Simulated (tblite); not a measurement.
Q: Give a GFN2-xTB geometry of InChI=1S/C6H5F2NO/c7-6(8)5-1-3-9(10)4-2-5/h1-4,6H.

A: 
```xyz
15
C6H5F2NO angstrom
O     -3.3055   -0.0881    0.1794
N     -2.0605   -0.0616    0.1048
C     -1.3824   -1.0416   -0.5438
C     -0.0129   -1.0387   -0.6392
C      0.7203   -0.0089   -0.0596
C      2.2186    0.0363   -0.1329
F      2.7663    0.0319    1.1106
F      2.6434    1.1867   -0.7174
C      0.0184    0.9957    0.6035
C     -1.3502    0.9468    0.6706
H     -1.9978   -1.8160   -0.9752
H      0.4789   -1.8412   -1.1663
H      2.6515   -0.8062   -0.6937
H      0.5473    1.8142    1.0658
H     -1.9399    1.6988    1.1717
```

Orientation and origin are arbitrary. Atoms count from 1 in this order. The 6-membered ring N2–C3–C4–C5–C9–C10 has internal angles of 117.8° to 122.0° (sum 720°, against 720° for a flat polygon); it is planar, 0.00 Å rms from its mean plane, widest ring torsion 0°. Of the pairs four or more bonds apart, H12···H13 is among the closest relative to their van der Waals radii: 2.45 Å, 102 % of the sum of Bondi's values. N2 (N-oxide nitrogen) is planar (angles 120.9°, 120.8° and 118.3°, sum 360.0°, 0.00 Å off the plane of its three neighbours). The 5 C–C bonds span 1.371 Å (C9–C10, aromatic) to 1.501 Å (C5–C6, drawn single), a spread of 0.130 Å.

Bonds between heavy atoms (Å): O1–N2 1.247, N2–C3 1.357, C3–C4 1.373, C4–C5 1.391, C5–C6 1.501, C6–F7 1.359, C6–F8 1.358, C5–C9 1.393, C9–C10 1.371, N2–C10 1.357.

Structure optimised with GFN2-xTB, isolated species.

Point group: Cs (tolerance 0.08 Å). Its GFN2-xTB frequencies are all real (lowest 18 cm⁻¹). The numbers are those of one conformer (C4–C5–C6–F7 -121°). 2 starts were optimised and ended at 0.00 and 0.28 kcal/mol (GFN2-xTB); the lowest of these is shown.

These are computed values.
